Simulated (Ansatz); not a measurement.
One change: `[F][Sn][O][SiH3]` becomes `[NH2][Sn][O][SiH3]`.

Ansatz, PBE0-D4/def2-TZVP geometries, multiplicity 1. Each molecule was computed in one conformer, which needn't be the lowest.

Elements past krypton have def2 core potentials.

```tsv
property	`[F][Sn][O][SiH3]`
LUMO energy (PBE0/def2-TZVPP) / eV	-2.60
HOMO–LUMO gap (PBE0/def2-TZVPP) / eV	5.80
HOMO energy (PBE/def2-TZVPP) / eV	-7.09
HOMO–LUMO gap (PBE/def2-TZVPP) / eV	3.81
LUMO energy (PBE/def2-TZVPP) / eV	-3.28
LUMO energy (B3LYP/def2-TZVPP) / eV	-2.86
```

**Question.** What does the change do to each property? (An estimate is asked.)

**Answer.** The calculation gave: 
```csv
property,`[NH2][Sn][O][SiH3]`,shift
LUMO energy (PBE0/def2-TZVPP) / eV,-1.81,0.79
HOMO–LUMO gap (PBE0/def2-TZVPP) / eV,5.66,-0.14
HOMO energy (PBE/def2-TZVPP) / eV,-6.15,0.94
HOMO–LUMO gap (PBE/def2-TZVPP) / eV,3.67,-0.14
LUMO energy (PBE/def2-TZVPP) / eV,-2.48,0.80
LUMO energy (B3LYP/def2-TZVPP) / eV,-2.04,0.82
```

With PBE0 the HOMO rises by 0.93 eV and the LUMO rises by 0.79 eV, so the gap narrows by about 0.14 eV. PBE moves the HOMO by 0.94 eV and ωB97M-V by 0.84 eV.

B3LYP here is the variant with VWN-RPA as its local correlation; programs differ in this.
